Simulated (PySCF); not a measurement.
# Low-lying terms of V⁵⁺ (vanadium, charge +5)

Ground state [Ar], ¹S. Calculation: PySCF 2.14, in aug-cc-pVTZ with one added diffuse shell each of s, p, d, f, g type (9s8p6d4f3g, 118 functions); the non-relativistic Hamiltonian (point nucleus). Vertical excitation energies in eV without spin-orbit coupling; excited terms of each kind are numbered among those the solver found. Frozen: [Ne].

| term | leading excitation | EOM-EE-CCSD |
| --- | --- | --- |
| 1 3P° | 3p → d | 38.162 |
| 1 3F° | 3p → d | 39.978 |
| 1 1D° | 3p → d | 42.603 |
| 1 3D° | 3p → d | 42.806 |
| 1 1F° | 3p → d | 43.125 |
| 1 1P° | 3p → d | 55.716 |
| 1 3D | 3s → d | 67.442 |
| 1 1D | 3s → d | 69.614 |
| 1 3S | 3p → p | 74.597 |
| 2 3D | 3p → p | 75.952 |
| 2 1D | 3p → p | 76.437 |

The solver can miss terms.
